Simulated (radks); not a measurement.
Values are calculated unless marked as measured or tabulated.
Correlation energies from several functionals, in hartree. Species: Ge2+ [Ar] 3d10 4s2; Rb+ [Kr]; Mo [Kr] 4d5 5s1. Level of theory: non-relativistic Kohn-Sham, exchange-only LDA, spin-polarised, spherical densities, point nucleus (a radial shooting solver on a logarithmic mesh with Libxc functionals). Every spin shell is full or empty, so the densities are truly spherical. Functionals are evaluated on that one density, not self-consistently.

\begin{tabular}{lrrr}
functional & Ge2+ & Rb+ & Mo \\ \hline
PW92 & -2.7661 & -3.3246 & -3.8107 \\
PZ & -2.7625 & -3.3227 & -3.8036 \\
Wigner & -1.6035 & -1.9181 & -2.0703 \\
Chachiyo & -2.7256 & -3.2771 & -3.7550 \\
LYP & -1.4781 & -1.7727 & -1.9968 \\
OP (B88) & -1.4259 & -1.7149 & -1.9269 \\
revTPSS & -1.4801 & -1.8189 & -2.1002 \\
r2SCAN & -1.4807 & -1.7982 & -2.1020 \\
Tao-Mo & -1.3893 & -1.7107 & -1.9932 \\
\end{tabular}
